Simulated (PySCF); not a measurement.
PySCF input for chloro(fluoromethyl)silane (CH₄ClFSi), SMILES FC[SiH2]Cl, HF/pcSseg-1. Coordinates come from a ωB97X-D3(BJ)/def2-SVP optimisation. The values are those of a single conformer.

```python
import numpy as np
from pyscf import gto, scf, dft
from pyscf.prop.nmr import rhf as nmr

mol = gto.M(
    atom='''
    F     1.95707584   -0.22311022    0.79506539
    C     1.30159571   -0.87183532   -0.23993547
    Si   -0.56793410   -0.69342330   -0.02270635
    Cl   -1.08603875    1.29168289   -0.24816680
    H     1.62949570   -0.44314684   -1.20386832
    H     1.58801647   -1.94041939   -0.23749789
    H    -0.97037401   -1.13693486    1.33472212
    H    -1.25665880   -1.49117796   -1.07260712
    ''',
    basis='pcSseg-1',
    charge=0,
    spin=0,
    max_memory=1600,
    verbose=3,
)
mf = scf.RHF(mol)
mf.conv_tol = 1e-10
mf.max_cycle = 100
mf.kernel()
n = nmr.NMR(mf)
n.verbose = 2
n.max_cycle_cphf = 60
sigma = n.kernel()
print('atom   isotropic/ppm   span/ppm')
for i, s in enumerate(sigma):
    w = np.linalg.eigvalsh((s + s.T) / 2)
    print(f'{mol.atom_symbol(i):2s}{i + 1:3d} {w.mean():14.3f} {w[2] - w[0]:11.3f}')
```

It prints:

```
converged SCF energy = -888.040513717184
atom   isotropic/ppm   span/ppm
F   1        496.382      99.980
C   2        120.028      91.125
Si  3        407.474      73.915
Cl  4       1043.084      70.148
H   5         27.237       7.777
H   6         27.484       8.410
H   7         26.870       9.331
H   8         27.258       9.601
```

The run converged.

Cost: about 12 core-seconds (a rough figure).
